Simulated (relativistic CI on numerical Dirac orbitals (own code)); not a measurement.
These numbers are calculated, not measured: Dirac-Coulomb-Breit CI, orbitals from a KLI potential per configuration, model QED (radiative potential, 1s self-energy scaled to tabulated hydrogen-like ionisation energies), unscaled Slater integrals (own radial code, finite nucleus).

CI space (outside the closed core [Ne]): 3s2 3p6 3d6, 3s2 3p5 3d7, 3s2 3p4 3d8, 3s 3p6 3d7, 3p6 3d8, 3s 3p5 3d8, 3s2 3p6 3d5 4s, 3s2 3p6 3d5 4p, 3s2 3p4 3d7 4s, 3s2 3p6 3d5 4d, 3s2 3p4 3d7 4p, 3s2 3p5 3d6 4s, 3s2 3p6 3d5 4f, 3s2 3p4 3d7 4d, 3s 3p5 3d7 4s, 3s2 3p5 3d6 4p, 3s2 3p5 3d6 4d, 3s2 3p6 3d4 4s2, 3s 3p6 3d6 4s, 3p6 3d7 4s, 3p6 3d7 4p, 3s2 3p6 3d5 5s, 3p6 3d7 4d, 3s 3p6 3d5 4s2. Levels of other configurations are missing.

At this charge energies of transitions that change n are usually good to better than 1 %, and those within a shell (Δn = 0) to a few per cent.

Outline of the computed level scheme of Dy XLIII. Lowest level of each configuration: 3s2 3p6 3d6 3F_4 at 0.000 eV; 3s2 3p5 3d7 5G°_6 at 309.551 eV.

Some strong electric-dipole decays among the lowest 45 levels: 3s2 3p5 3d7 3F°_4 → 3s2 3p6 3d6 3F_4 (9.8e+11 s⁻¹); 3s2 3p5 3d7 3P°_2 → 3s2 3p6 3d6 3P_2 (6.6e+11 s⁻¹); 3s2 3p5 3d7 3D°_3 → 3s2 3p6 3d6 3P_2 (3.4e+11 s⁻¹); 3s2 3p5 3d7 3G°_5 → 3s2 3p6 3d6 3F_4 (2.1e+11 s⁻¹); 3s2 3p5 3d7 3D°_3 → 3s2 3p6 3d6 3P_2 (7.2e+10 s⁻¹); 3s2 3p5 3d7 3P°_2 → 3s2 3p6 3d6 3P_2 (3.3e+10 s⁻¹); 3s2 3p5 3d7 5G°_5 → 3s2 3p6 3d6 5D_4 (2.9e+10 s⁻¹); 3s2 3p5 3d7 3D°_3 → 3s2 3p6 3d6 3F_4 (1.8e+10 s⁻¹).

LS names give the leading component of a level, which can be under half, so a name can repeat, a term be missing and a line seem to break the LS rules.
